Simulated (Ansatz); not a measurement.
`[AlH2][B]([SiH3])O[SiH3]` + `CC(=N)O` → `C/C(O)=[N]\[AlH2]` + `[SiH3]BO[SiH3]`  (cleavage of the Al–B bond)

Isolated molecules relaxed with PBE0-D4/def2-TZVP in Ansatz; ΔE leaves out vibrations. CCSD(T)/CBS adds triple-zeta CCSD(T) − MP2 to the extrapolated MP2 energy (def2 sets, frozen cores). Each species was taken in one conformer, which may not be the lowest.

`[AlH2][B]([SiH3])O[SiH3]`:

Cartesian coordinates in Å:
```
Al -0.954 -0.922 -1.337
B -0.131 -0.056 0.478
Si -0.773 -0.375 2.381
O 0.933 0.791 0.276
Si 1.510 1.099 -1.241
H -0.428 -2.323 -1.892
H -2.150 -0.211 -2.119
H -2.214 0.006 2.471
H -0.704 -1.838 2.671
H -0.029 0.350 3.451
H 1.368 2.534 -1.568
H 0.660 0.299 -2.206
H 2.912 0.646 -1.363
```

`CC(=N)O`:

Cartesian coordinates in Å:
```
C 0.273 0.645 0.772
C -0.162 -0.299 -0.299
N 0.327 -0.482 -1.450
O -1.229 -1.023 0.088
H -0.547 1.322 1.023
H 0.521 0.088 1.678
H 1.137 1.226 0.456
H 1.123 0.125 -1.613
H -1.443 -1.602 -0.656
```

`C/C(O)=[N]\[AlH2]`:

```xyz
11

C     0.123    0.292    1.705
C    -0.460    0.359    0.329
O    -1.608    1.078    0.340
N     0.006   -0.155   -0.707
Al    0.814   -0.947   -2.029
H    -0.594   -0.171    2.387
H     1.047   -0.280    1.697
H     0.314    1.302    2.075
H    -1.935    1.086   -0.569
H     0.420   -2.444   -2.361
H     1.871   -0.121   -2.868
```

`[SiH3]BO[SiH3]`:

```xyz
11

Si    1.749   -0.888    1.209
B     0.178    0.212    0.541
O    -0.399   -0.066   -0.645
Si   -1.671    0.630   -1.456
H     2.153   -1.978    0.279
H     1.411   -1.496    2.529
H     2.925    0.003    1.431
H    -0.258    1.129    1.197
H    -1.167    1.104   -2.766
H    -2.216    1.762   -0.665
H    -2.705   -0.412   -1.655
```

```tsv
level	ΔE (kJ/mol)
HF/def2-TZVPP	-152.8
HF/CBS(def2)	-153.2
```

Q: What does CCSD(T)/CBS give? (Estimate.)

A: Computed: -124.3 kJ/mol. The listed levels differ from it by -28.5, -28.9 kJ/mol.

Largest T1 diagnostic among the species: 0.014.

The D4 term adds +5.7 kJ/mol with B3LYP and +3.0 kJ/mol with PBE0; it sums over pairs of atoms, weighted by their polarisabilities, and B3LYP, whose exchange is more repulsive, gets the larger term. In def2-TZVPP, CCSD(T) changes the Hartree–Fock value by +27.6 kJ/mol (the triples alone add +3.5 kJ/mol) and MP2 by +15.7 kJ/mol.

B3LYP here is the variant with VWN-RPA as its local correlation; programs differ in this.
